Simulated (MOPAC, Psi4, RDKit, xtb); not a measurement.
Two geometries of SMILES N[SiH2]B, relaxed at B3LYP-D3(BJ)/def2-SVP with one dihedral held; other torsions can differ between them too.

Structure A

```
9

B     -1.6614    -0.3538    -0.0975
Si     0.1404     0.5377    -0.1483
N      1.4112    -0.6296    -0.0100
H     -1.8065    -1.5495     0.0006
H     -2.6630     0.3165    -0.1704
H      0.2265     1.3353    -1.4213
H      0.1878     1.5705     0.9442
H      1.2223    -1.6198     0.0822
H      2.4014    -0.4169    -0.0084
```

Structure B

```
9

B     -1.6372    -0.3906    -0.1176
Si     0.1350     0.5553    -0.1431
N      1.4339    -0.5693     0.1174
H     -1.7317    -1.5777    -0.3236
H     -2.6658     0.2230     0.0338
H      0.1450     1.2636    -1.4800
H      0.2349     1.6502     0.8716
H      1.3325    -1.5311    -0.1891
H      2.4071    -0.2823     0.1205
```

**Question.** Which is lower in energy at the level Psi4 with DF-MP2 (frozen core)/cc-pVTZ // B3LYP-D3(BJ)/def2-SVP, and by how much?

**Answer.** B is lower, by 2.01 kJ/mol (dihedral B1–Si2–N3–H8: 0° in A, 30° in B).

E(B) − E(A) in kJ/mol at the other levels, on the same two geometries: B3LYP/def2-TZVP // B3LYP-D3(BJ)/def2-SVP (Psi4) -1.11; B3LYP-D3(BJ)/def2-TZVP // B3LYP-D3(BJ)/def2-SVP (Psi4) -1.13; PBE/def2-TZVP // B3LYP-D3(BJ)/def2-SVP (Psi4) -1.58; PBE-D3(BJ)/def2-TZVP // B3LYP-D3(BJ)/def2-SVP (Psi4) -1.59; HF/cc-pVTZ // B3LYP-D3(BJ)/def2-SVP (Psi4) -1.11; UFF // B3LYP-D3(BJ)/def2-SVP (RDKit) -8.59; PM6, restricted, heats of formation // B3LYP-D3(BJ)/def2-SVP (MOPAC) 5.39; PM3, restricted, heats of formation // B3LYP-D3(BJ)/def2-SVP (MOPAC) -7.44; GFN1-xTB // B3LYP-D3(BJ)/def2-SVP (xtb) 2.96.
